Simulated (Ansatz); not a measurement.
Ansatz results at the PBE0-D4/def2-TZVP geometry: HOMO energy (PBE/def2-TZVPP) -6.10 eV; size of the dipole moment (PBE/def2-TZVPP) 1.54 D; HOMO energy (PBE0/def2-TZVPP) -7.29 eV.

Each molecule was computed in one conformer, which needn't be the lowest.

Question: Which molecule gave them?
A. `ClC1CCO1`
B. `C=NCF`
C. `BC#CF`
D. `S[SiH2][CH2][GaH2]`

Answer: D. The others give `C=NCF`: -6.43, 0.26, -7.97; `BC#CF`: -6.67, 0.95, -7.96; `ClC1CCO1`: -6.50, 2.78, -8.01.
